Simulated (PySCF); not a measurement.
Electronic absorption of C7H11ClO

Compound: C₇H₁₁ClO.
SMILES: `O=C(Cl)C1CCCCC1`

Level of theory: TDDFT CAM-B3LYP/def2-SVPD, vertical, gas phase, core orbitals frozen in the response (PySCF 2.14.0, density-fitted response routines). Isolated species at its PBE0-D3(BJ)/def2-SVP geometry (one conformer only).

| state | λ (nm) | E (eV) | f | main configurations (H = HOMO, L = LUMO) |
| --- | --- | --- | --- | --- |
| S1 | 242.5 | 5.11 | 0.0001 | H→L (88%) |
| S2 | 186.6 | 6.64 | 0.0001 | H-3→L (84%) |
| S3 | 178.8 | 6.94 | 0.0042 | H-1→L (37%), H-4→L (33%), H→L+2 (11%) |
| S4 | 169.8 | 7.30 | 0.0074 | H-2→L (54%), H-1→L (27%), H-4→L (9%) |
| S5 | 167.1 | 7.42 | 0.040 | H-2→L (36%), H-1→L (26%), H-4→L (20%) |
| S6 | 157.9 | 7.85 | 0.026 | H-3→L+2 (45%), H→L+2 (10%) |
| S7 | 155.6 | 7.97 | 0.0031 | H-4→L+2 (41%), H-1→L+2 (15%), H-5→L+2 (8%) |
| S8 | 154.7 | 8.01 | 0.0033 | H-5→L (65%) |
| S9 | 150.7 | 8.23 | 0.024 | H→L+1 (68%), H→L+5 (10%) |
| S10 | 147.7 | 8.39 | 0.253 | H-6→L (31%), H→L+2 (29%), H-3→L+2 (10%) |

Triplets, Tamm–Dancoff:

| state | E (eV) | λ (nm) | main configurations (H = HOMO, L = LUMO) |
| --- | --- | --- | --- |
| T1 | 4.60 | 269.4 | H→L (86%) |
| T2 | 5.92 | 209.3 | H-4→L (57%), H-1→L (9%), H-11→L (9%) |
| T3 | 6.50 | 190.8 | H-3→L (82%) |
| T4 | 6.86 | 180.8 | H→L+2 (56%), H→L+5 (9%) |

The lowest singlet lies at 5.11 eV (242 nm, ultraviolet) and is dark (f under 0.0005); its leading configuration is HOMO→LUMO (88%). The most intense listed level is S10 at 8.39 eV (148 nm, f = 0.253), 3.28 eV above S1. It is the last of those listed, so stronger ones may follow. Löwdin shares by element: HOMO oxygen 43%, chlorine 24%, carbon 15% or more (atoms not listed hold the other 18%); LUMO carbon 45% or more, oxygen 31%, chlorine 10%. Of the 10 states listed, 4 reach f = 0.01 and 2 stay under 0.0005. Weighted by f, the mean energy of these states is 8.19 eV. Orbital energies (eV): HOMO-3 -10.49, HOMO-2 -10.32, HOMO-1 -10.27, HOMO -9.76, LUMO 0.04, LUMO+1 1.18, LUMO+2 1.36. The vertical ionisation energy (ΔSCF) is 10.51 eV, 2.12 eV above S10. Singlets were solved by full linear response, triplets in the Tamm–Dancoff approximation.
